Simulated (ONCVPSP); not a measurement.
Au: one change to an ONCV potential, before and after

gold (Au), optimised norm-conserving Vanderbilt (ONCV), made with ONCVPSP 4.0.1 (LDA (Perdew-Zunger), scalar-relativistic). Core [Kr] 4d10 4f14, reference 5s2 5p6 5d9 (charge +2). Waves: 5s: rc 1.50 bohr, ncon 4, nbas 9, qcut 6.1 1/bohr, 3 projectors, debl 3.8 Ha; 5p: rc 1.25 bohr, ncon 5, nbas 10, qcut 6.7 1/bohr, 1 projector; 5d: rc 2.30 bohr, ncon 4, nbas 9, qcut 7 1/bohr, 2 projectors, debl 0.4 Ha. Local part: polynomial inside 0.90 bohr (lpopt 5, dvloc0 4 Ha). Core correction: none.

In the s channel the program set the typed energies aside and used -4.794, 0.050, 3.850 Ha. In the d channel the program set the typed energies aside and used -1.015, 0.250 Ha.

Change: core [Kr] 4d10, valence charge 33; reference 4f14 5s2 5p6 5d10 6s0.75; waves now 5s+6s: rc 1.65 bohr, ncon 3, nbas 7, qcut 8.7 1/bohr, 3 projectors, debl 1.9 Ha; 5p: rc 1.45 bohr, ncon 5, nbas 10, qcut 9.1 1/bohr, 2 projectors, debl 2 Ha; 5d: rc 1.95 bohr, ncon 5, nbas 10, qcut 7.9 1/bohr, 2 projectors, debl 2.6 Ha; 4f: rc 0.90 bohr, ncon 3, nbas 8, qcut 18 1/bohr, 2 projectors, debl 3.8 Ha; local potential polynomial inside 0.90 bohr (lpopt 3, dvloc0 3 Ha). In the p channel the program set the typed energies aside and used -2.282, 0.250 Ha.

Cutoffs: the cutoffs (Ha) at which the residual kinetic energy of the hardest occupied pseudo-wave falls to 1 and 0.1 mHa per electron; they do not see the model core or the augmentation charge, which bear on the density cutoff. Errors are all-electron minus pseudo energies relative to the spin-unpolarised reference configuration.

Question: What does the change do?

Answer: The potential gets softer (179 Ha and 216 Ha → 147 Ha and 161 Ha); neither file shows a bound ghost. Several settings change at once here, so the effects cannot be laid on one of them.

```tsv
quantity	base	changed
cutoff, loose	179 Ha	147 Ha
cutoff, tight	216 Ha	161 Ha
bound ghosts	none	none
GHOST(+) flags under 300 eV	s at 230.0 eV	s at 287.6 eV
largest error over its own tests, meV	+63	-6.6
```
